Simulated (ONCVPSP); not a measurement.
u(r) = r·R(r): atom against pseudo-atom (fluorine)

Columns: radius, all-electron u(r) and pseudo u(r) of the 2p shell (level -11.30 eV) of fluorine in the configuration [He] 2s2 2p5; LDA (Perdew-Zunger), non-relativistic, ONCV scheme, ONCVPSP 4.0.1.

```tsv
r (bohr)	all-electron	pseudo
0.078	0.0926	0.0339
0.155	0.2677	0.1279
0.232	0.4479	0.2675
0.310	0.6045	0.4338
0.388	0.7256	0.6014
0.465	0.8106	0.7478
0.542	0.8651	0.8611
0.620	0.8948	0.9351
0.698	0.9042	0.9688
0.775	0.8984	0.9688
0.852	0.8816	0.9447
0.930	0.8566	0.9053
1.008	0.8260	0.8591
1.085	0.7924	0.8122
1.162	0.7568	0.7670
1.240	0.7197	0.7241
1.318	0.6824	0.6839
1.395	0.6460	0.6463
1.472	0.6103	0.6103
1.550	0.5752	0.5752
1.628	0.5414	0.5414
1.705	0.5094	0.5094
1.782	0.4788	0.4788
1.860	0.4493	0.4493
1.938	0.4213	0.4213
2.015	0.3951	0.3951
```

Problem. How many radial nodes do the two functions have?

Solution. The all-electron 2p function has n − l − 1 = 0; the pseudo-wave has 0.

Problem. At about which radius was the pseudo-wave matched?

Solution. 1.55 bohr. The columns agree to 0.0005 from 1.40 bohr on; several derivatives are matched, so the curves merge somewhat inside the radius.

Problem. Is the pseudo-wave norm-conserving?

Solution. Yes: the ONCV scheme keeps the norm inside the radius equal to the all-electron one, which fixes the energy derivative of the logarithmic derivative at the level.
